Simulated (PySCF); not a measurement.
**Trend along the lanthanides: MCl molecules**

PBE0 with double-zeta basis sets in PySCF, for the lowest determinant that a PBE0 search found; no spin–orbit coupling. De refers to high-spin ground-configuration atoms. A positive dipole means M(−)Cl(+).

```tsv
M	basis	state (unpaired electrons)	Re (Å)	ωe (cm⁻¹)	De (eV)	μ (D)
Ce	x2c-SVPall	quartet (f population 1.1)	2.506	334	5.38	-4.12
Sm	x2c-SVPall	octet (f population 6.0)	2.554	303	4.69	-4.65
Eu	x2c-SVPall	nonet (f population 7.0)	2.547	302	4.62	-4.68
Gd	x2c-SVPall	octet (f population 7.1)	2.408	360	5.17	-2.47
Tb	x2c-SVPall	septet (f population 8.3)	2.419	338	4.95	-2.95
Dy	x2c-SVPall	sextet (f population 9.7)	2.467	308	4.49	-3.94
Er	x2c-SVPall	quartet (f population 11.6)	2.445	314	4.37	-3.80
Tm	x2c-SVPall	triplet (f population 12.9)	2.474	300	4.14	-4.47
Yb	x2c-SVPall	doublet (f population 14.0)	2.477	300	4.04	-4.66
```

The shortest bond is that of GdCl (2.408 Å), the longest that of SmCl (2.554 Å).

The state changes along the series, so neighbouring rows are not always alike in their bonding.

Spin–orbit coupling is left out, which matters for elements this heavy, above all for dissociation energies. With d or f electrons several states lie close, and the lowest PBE0 determinant need not be the measured ground state.
